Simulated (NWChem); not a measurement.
A series in which one site is exchanged, each optimised at PBE0/def2-SVP with NWChem, gas phase unless a solvent is named. All stand in one matching conformer (torsions within 35°), which need not be the lowest. For some, no frequency run checked for a minimum. def2 effective core potentials on I; no spin-orbit coupling.

A: [SH][Mg][Cl] (MgHSCl; site = Cl)
B: [SH][Mg][I] (MgHSI; site = I)
C: [F][Mg][SH] (MgHSF; site = F)
D: [MgH][SH] (MgH₂S; site = H)

```json
[
 {"quantity": "dipole (D), PBE0/def2-SVP", "A": "1.11", "B": "0.90", "C": "1.11", "D": "?"},
 {"quantity": "orbital gap (eV), PBE0/def2-SVP", "A": "5.73", "B": "5.60", "C": "5.74", "D": "?"},
 {"quantity": "static polarisability, B3LYP/def2-SVPD (bohr³)", "A": "61.6", "B": "87.4", "C": "45.0", "D": "?"},
 {"quantity": "lowest singlet excitation, B3LYP/def2-SVPD, TDA (eV)", "A": "4.24", "B": "4.15", "C": "4.24", "D": "?"}
]
```

### Question
Complete the blanks.

### Answer

- dipole (D), PBE0/def2-SVP, D: 1.24
- orbital gap (eV), PBE0/def2-SVP, D: 6.17
- static polarisability, B3LYP/def2-SVPD (bohr³), D: 53.8
- lowest singlet excitation, B3LYP/def2-SVPD, TDA (eV), D: 4.66
